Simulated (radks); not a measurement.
All-electron atom: Tm12+ in [Kr] 4d10 4f9 5s2 (the NIST ground configuration). All-electron calculation, Dirac Kohn-Sham, PBE, spin-unpolarised, spherical densities, finite nucleus; open shells fill j = l - 1/2 first; Fermi nuclear charge, rms radius 5.2256 fm. Program: a radial shooting solver on a logarithmic mesh with Libxc functionals.

Normalised radial functions P(r) = r R(r) (large component), r in bohr:

```
   r/bohr * 4p1/2, o 4p3/2, + 4f5/2 (the largest magnitude, 1.63, reaches the edge; | marks zero, & curves that meet)
0.0008358                             &
0.0009499                             &
 0.001088                             &
 0.001247                             &
 0.001417                             &
 0.001624                             &
  0.00186                             &
 0.002114                             &
 0.002422                             &*
 0.002775                             &*
 0.003179                             &*
 0.003613                             &*
  0.00414                             +&
 0.004743                             +&
  0.00539                             +&
 0.006176                             +o*
 0.007075                             +o*
 0.008042                             + o*
 0.009213                             + o*
  0.01056                             + o *
    0.012                             +  o*
  0.01374                             +   o*
  0.01575                             +   o *
   0.0179                             +    o *
   0.0205                             +     o *
  0.02349                             +      o *
   0.0267                             +       o*
  0.03059                             +        o*
  0.03505                             +         o*
  0.03983                             +         o*
  0.04563                             +         *o
  0.05228                             +        *o
   0.0599                             |+      *o
  0.06808                             |+   * o
  0.07799                             |&  o
  0.08936                          *  o +
   0.1016                      *  o   | +
   0.1164                  * o        |  +
   0.1333               * o           |   +
   0.1515             *o              |     +
   0.1736              &              |       +
   0.1989                o*           |         +
    0.226                    o  *     |           +
    0.259                           o | *            +
   0.2967                             |      o   *     +
   0.3372                             |             o   *+
   0.3863                             |                   +o  *
   0.4426                             |                    +   o *
    0.503                             |                    +    o*
   0.5763                             |                   +   *o
   0.6603                             |                  &o
   0.7504                             |             * o+
   0.8597                             |        * o  +
    0.985                             |    *o    +
    1.128                             |  &    +
    1.283                             |*o   +
    1.469                             *o  +
    1.684                             & +
    1.913                             &+
    2.192                             &+
    2.511                             &
    2.854                             &
     3.27                             &
```

4p1/2: eigenvalue -595.95 eV, 2 radial nodes at r = 0.0820, 0.251 bohr, <r> = 0.501 bohr, 90 % of the charge inside 0.728 bohr. 4p3/2: eigenvalue -548.17 eV, 2 radial nodes at r = 0.0893, 0.267 bohr, <r> = 0.531 bohr, 90 % of the charge inside 0.771 bohr. 4f5/2: eigenvalue -231.99 eV, 0 radial nodes, <r> = 0.619 bohr, 90 % of the charge inside 0.990 bohr.
